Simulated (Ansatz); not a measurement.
`[SiH3]C([SiH3])BCl` and `BC([SiH3])BCl` differ in one atom or group.

Ansatz, PBE0-D4/def2-TZVP geometries, multiplicity 1. Each molecule was computed in one conformer, which needn't be the lowest.

```
                                          property  `[SiH3]C([SiH3])BCl`
size of the dipole moment (ωB97M-V/def2-TZVPP) / D                  1.07
                 LUMO energy (PBE/def2-TZVPP) / eV                 -2.42
             HOMO energy (ωB97M-V/def2-TZVPP) / eV                -10.71
             HOMO–LUMO gap (B3LYP/def2-TZVPP) / eV                  6.56
               HOMO energy (B3LYP/def2-TZVPP) / eV                 -8.23
              HOMO–LUMO gap (PBE0/def2-TZVPP) / eV                  6.97
```

Task: What does the change do to each property? (Best estimate.)

Result: Computed: 
```tsv
property	`BC([SiH3])BCl`	shift
size of the dipole moment (ωB97M-V/def2-TZVPP) / D	1.33	0.26
LUMO energy (PBE/def2-TZVPP) / eV	-2.29	0.13
HOMO energy (ωB97M-V/def2-TZVPP) / eV	-10.78	-0.07
HOMO–LUMO gap (B3LYP/def2-TZVPP) / eV	6.78	0.22
HOMO energy (B3LYP/def2-TZVPP) / eV	-8.26	-0.03
HOMO–LUMO gap (PBE0/def2-TZVPP) / eV	7.19	0.22
```

Dipoles are sizes alone; their direction can turn.

B3LYP here is the variant with VWN-RPA as its local correlation; programs differ in this.
